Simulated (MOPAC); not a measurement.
MOPAC input (PM3):

```
PM3 PRECISE GNORM=0.05 LET XYZ UHF MS=0.5 GEO-OK AUX(PRECISION=9) THREADS=1
CNO

O    -0.00000000 1   -0.00000000 1   -1.13481261 1
C     0.00000000 1    0.00000000 1    0.04054995 1
N     0.00000000 1    0.00000000 1    1.26217160 1
```

### Question
What heat of formation does the run end on?

### Answer
28.96 kcal/mol.
